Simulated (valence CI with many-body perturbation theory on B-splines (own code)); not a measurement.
Au VIII: electric-dipole lines

Calculated by configuration interaction combined with many-body perturbation theory (CI+MBPT): four valence electrons over a frozen Dirac-Fock core [Xe] 4f14, radial functions for each j: 7 s, 7 p, 8 d, 6 f, 4 g, 1 h, with the one-electron correlation potential Σ1, the two-electron term Σ2, the three-electron term Σ3, Breit, model QED; selected CI, second order for the rest, scaled by the run's own slope (own B-spline code, finite nucleus).

No measured levels were compared; by estimate terms of the open shell hold to 2 to 4 % of their energy, and close levels can change places; different configurations can be misplaced against each other by 1,000 to 8,000 cm⁻¹. The list stops below the first excitations out of the core.

Lines 251 to 300 of 506 in falling wavelength, among levels below 334610 cm⁻¹, chosen from the strongest by gf and those to the six lowest levels. Wavelengths and rates use the calculated energies, so an error of 2000 cm⁻¹ moves a line at 767.4 Å by 1.5 % and its rate by three times that or more. Electric multipoles are in the length gauge, E1 and E2 with the static RPA response of the core. Weak lines are less certain than strong ones. Lines between different terms over intervals too small for the method are left out, as are lines whose strength nearly cancels. Where a level lies close to another of its J and parity, the split of strength between their lines is uncertain. The highest levels of a list are the least certain.

Levels are named by their leading jj configuration (3d3/2^4 stands for four electrons in 3d with j = 3/2), which in mixed levels can hold well under half, so a name can repeat and another be missing. Letters in brackets count levels of one name in rising energy.

```tsv
λ vac (Å)	Upper	Lower	A (s⁻¹)	S (a.u.) with core polarisation	S without
767.4	(5d3/2^3 6p3/2) J=1	(5d3/2^3 6s) J=2	3.64e+08	2.43e-01	3.02e-01
765.2	(5d3/2^3 6p3/2) J=3	(5d3/2^3 6s) J=2	1.40e+09	2.17e+00	2.66e+00
759.4	(5d3/2 5d5/2^2 6p1/2) J=2 [a]	(5d3/2^3 6s) J=2	5.79e+08	6.26e-01	7.73e-01
757.1	(5d3/2^3 6p3/2) J=0	(5d3/2^3 6s) J=1	3.67e+09	7.86e-01	9.72e-01
755.4	(5d3/2 5d5/2^2 6p1/2) J=3 [a]	(5d3/2^3 6s) J=2	3.96e+08	5.89e-01	7.24e-01
750.2	(5d3/2^3 6p3/2) J=2	(5d3/2^3 6s) J=2	1.48e+09	1.55e+00	1.90e+00
744.6	(5d3/2^3 6p3/2) J=1	(5d3/2^3 6s) J=1	3.53e+09	2.16e+00	2.66e+00
739.2	(5d3/2 5d5/2^2 6p1/2) J=3 [b]	(5d3/2^3 6s) J=2	1.12e+09	1.56e+00	1.91e+00
737.1	(5d3/2 5d5/2^2 6p1/2) J=2 [a]	(5d3/2^3 6s) J=1	4.51e+08	4.46e-01	5.49e-01
728.4	(5d3/2^3 6p3/2) J=2	(5d3/2^3 6s) J=1	1.34e+09	1.27e+00	1.57e+00
721.3	(5d3/2 5d5/2^2 6p1/2) J=1	(5d3/2^3 6s) J=2	5.42e+07	3.01e-02	3.79e-02
720.6	(5d3/2 5d5/2^2 6p1/2) J=2 [b]	(5d3/2^3 6s) J=2	2.66e+08	2.45e-01	3.02e-01
701.1	(5d3/2 5d5/2^2 6p1/2) J=1	(5d3/2^3 6s) J=1	2.84e+07	1.45e-02	1.77e-02
700.5	(5d3/2 5d5/2^2 6p1/2) J=2 [b]	(5d3/2^3 6s) J=1	5.79e+07	4.92e-02	5.97e-02
696.9	(5d3/2 5d5/2^2 6p1/2) J=0	(5d3/2^3 6s) J=1	6.56e+07	1.10e-02	1.34e-02
468.9	(5d3/2^2 5d5/2 6p1/2) J=3 [a]	(5d3/2 5d5/2^3) J=3 [c]	1.57e+07	5.61e-03	6.60e-03
462.4	(5d3/2^3 6p1/2) J=2	(5d3/2^2 5d5/2^2) J=2 [e]	2.56e+07	6.25e-03	7.59e-03
455.5	(5d3/2^2 5d5/2 6p1/2) J=5	(5d3/2 5d5/2^3) J=4 [b]	2.76e+07	1.42e-02	1.70e-02
455.2	(5d3/2^2 5d5/2 6p1/2) J=3 [b]	(5d3/2 5d5/2^3) J=4 [b]	2.74e+07	8.93e-03	1.07e-02
453.6	(5d3/2 5d5/2^2 6p1/2) J=3 [b]	(5d3/2 5d5/2^3) J=2	2.43e+07	7.85e-03	9.31e-03
448.5	(5d3/2^2 5d5/2 6p1/2) J=0	(5d3/2 5d5/2^3) J=1 [b]	1.32e+08	5.87e-03	7.12e-03
448.2	(5d3/2^2 5d5/2 6p1/2) J=2 [b]	(5d3/2 5d5/2^3) J=1 [b]	3.28e+07	7.29e-03	8.74e-03
447.1	(5d3/2^2 5d5/2 6p1/2) J=2 [b]	(5d3/2 5d5/2^3) J=3 [c]	2.61e+07	5.76e-03	6.77e-03
445.6	(5d3/2^2 5d5/2 6p1/2) J=4 [b]	(5d3/2 5d5/2^3) J=4 [b]	1.48e+07	5.81e-03	6.37e-03
445.3	(5d3/2^2 5d5/2 6p1/2) J=3 [b]	(5d3/2 5d5/2^3) J=3 [c]	2.98e+07	9.09e-03	1.09e-02
441.4	(5d3/2^3 6p1/2) J=2	(5d3/2^2 5d5/2^2) J=2 [d]	2.62e+07	5.56e-03	6.51e-03
436.1	(5d3/2^2 5d5/2 6p1/2) J=4 [b]	(5d3/2 5d5/2^3) J=3 [c]	1.34e+07	4.94e-03	5.75e-03
431.2	(5d3/2^2 5d5/2 6p1/2) J=1 [a]	(5d3/2^2 5d5/2^2) J=2 [f]	5.82e+07	6.91e-03	8.34e-03
429.7	(5d3/2 5d5/2^2 6p1/2) J=4 [a]	(5d3/2 5d5/2^3) J=4 [b]	2.47e+07	8.69e-03	1.11e-02
428.1	(5d3/2^2 5d5/2 6p1/2) J=2 [b]	(5d3/2^2 5d5/2^2) J=2 [f]	3.87e+07	7.49e-03	9.01e-03
426.5	(5d3/2^2 5d5/2 6p1/2) J=3 [b]	(5d3/2^2 5d5/2^2) J=2 [f]	1.58e+07	4.22e-03	4.67e-03
426.2	(5d3/2 5d5/2^2 6p1/2) J=3 [a]	(5d3/2 5d5/2^3) J=4 [b]	9.66e+07	2.58e-02	3.10e-02
423.2	(5d3/2 5d5/2^2 6p1/2) J=5	(5d3/2 5d5/2^3) J=4 [b]	1.31e+07	5.41e-03	6.47e-03
422.5	(5d3/2^2 5d5/2 6p1/2) J=1 [a]	(5d3/2 5d5/2^3) J=0	4.81e+07	5.37e-03	6.52e-03
422.2	(5d3/2^3 6p1/2) J=2	(5d3/2^2 5d5/2^2) J=2 [c]	2.96e+07	5.50e-03	6.85e-03
420.3	(5d3/2^2 5d5/2 6p1/2) J=2 [a]	(5d3/2 5d5/2^3) J=1 [a]	3.40e+07	6.23e-03	7.35e-03
420.0	(5d3/2 5d5/2^2 6p1/2) J=4 [b]	(5d3/2 5d5/2^3) J=4 [b]	1.54e+07	5.08e-03	6.44e-03
419.0	(5d3/2^2 5d5/2 6p1/2) J=4 [a]	(5d3/2^2 5d5/2^2) J=4 [c]	4.01e+07	1.31e-02	1.58e-02
418.8	(5d3/2^3 6p3/2) J=3	(5d5/2^4) J=4	3.12e+07	7.93e-03	9.39e-03
418.8	(5d3/2 5d5/2^2 6p1/2) J=2 [a]	(5d3/2 5d5/2^3) J=3 [c]	3.43e+07	6.22e-03	7.44e-03
417.2	(5d3/2^2 5d5/2 6p1/2) J=1 [b]	(5d3/2^2 5d5/2^2) J=2 [f]	5.25e+07	5.64e-03	6.74e-03
417.0	(5d3/2^3 6p3/2) J=2	(5d3/2 5d5/2^3) J=1 [b]	2.24e+07	4.01e-03	4.57e-03
416.6	(5d3/2^2 5d5/2 6p1/2) J=2 [b]	(5d3/2^2 5d5/2^2) J=2 [e]	3.26e+07	5.82e-03	6.98e-03
415.1	(5d3/2^2 5d5/2 6p1/2) J=3 [b]	(5d3/2^2 5d5/2^2) J=2 [e]	2.09e+07	5.16e-03	6.41e-03
414.4	(5d3/2^2 5d5/2 6p1/2) J=2 [a]	(5d3/2^2 5d5/2^2) J=2 [d]	2.24e+07	3.93e-03	4.65e-03
413.9	(5d3/2^3 6p1/2) J=1	(5d3/2^2 5d5/2^2) J=2 [c]	4.77e+07	5.01e-03	6.28e-03
413.5	(5d3/2^2 5d5/2 6p1/2) J=4 [b]	(5d3/2 5d5/2^3) J=3 [b]	2.67e+07	8.39e-03	9.86e-03
413.0	(5d3/2 5d5/2^2 6p1/2) J=5	(5d5/2^4) J=4	6.61e+07	2.53e-02	2.95e-02
412.6	(5d3/2 5d5/2^2 6p1/2) J=3 [b]	(5d3/2 5d5/2^3) J=3 [c]	2.61e+07	6.33e-03	7.27e-03
411.2	(5d3/2^2 5d5/2 6p1/2) J=2 [a]	(5d3/2 5d5/2^3) J=3 [a]	6.07e+07	1.04e-02	1.25e-02
```
